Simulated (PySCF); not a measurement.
Isomers of C4H4F3P, mass 140.000 u with the commonest isotopes. The calculation used CAM-B3LYP/def2-SVPD in PySCF (dipole) on a GFN2-xTB geometry, gas phase. One conformer each, none proved a minimum here; rigid rotors.

Question: Order these by rotational constant A, largest first.
A. `[CH3:1]/[CH:2]=[P:3]\[C:4]([F:5])=[C:6]([F:7])[F:8]` with C2–P3–C4–F5 -55°
B. `[F:1][C:2]([F:3])([F:4])[CH2:5][CH2:6][C:7]#[P:8]` with C2–C5–C6–C7 180°
C. `[F:1][C:2]([F:3])=[C:4]([F:5])[P:6]1[CH2:7][CH2:8]1` with C2–C4–P6–C7 156°

Answer: B (4803 MHz), C (3476 MHz), A (2780 MHz).

Question: Order these by out-of-plane moment Σ m c² = (Ia + Ib − Ic)/2, largest first.
A. `[CH3:1]/[CH:2]=[P:3]\[C:4]([F:5])=[C:6]([F:7])[F:8]` with C2–P3–C4–F5 -55°
B. `[F:1][C:2]([F:3])=[C:4]([F:5])[P:6]1[CH2:7][CH2:8]1` with C2–C4–P6–C7 156°
C. `[F:1][C:2]([F:3])([F:4])[CH2:5][CH2:6][C:7]#[P:8]` with C2–C5–C6–C7 180°

Answer: C (47.07 u·Å²), A (44.01 u·Å²), B (19.83 u·Å²).

Question: Order these by dipole moment, smallest first.
A. `[F:1][C:2]([F:3])=[C:4]([F:5])[P:6]1[CH2:7][CH2:8]1` with C2–C4–P6–C7 156°
B. `[F:1][C:2]([F:3])([F:4])[CH2:5][CH2:6][C:7]#[P:8]` with C2–C5–C6–C7 180°
C. `[CH3:1]/[CH:2]=[P:3]\[C:4]([F:5])=[C:6]([F:7])[F:8]` with C2–P3–C4–F5 -55°

Answer: B (1.30 D), A (1.95 D), C (2.20 D).

| SMILES | point group | Ia (u·Å²) | Ib (u·Å²) | Ic (u·Å²) | κ | μa (D) | μb (D) | μc (D) |
| --- | --- | --- | --- | --- | --- | --- | --- | --- |
| FC(F)(F)CCC#P | Cs | 105.21 | 804.76 | 815.83 | -1.00 | 1.28 | 0.22 | 0.00 |
| FC(F)=C(F)P1CC1 | Cs | 145.38 | 450.05 | 555.76 | -0.83 | 1.94 | 0.11 | 0.00 |
| C/C=P\C(F)=C(F)F | C1 | 181.77 | 456.54 | 550.29 | -0.80 | 2.02 | 0.23 | 0.84 |
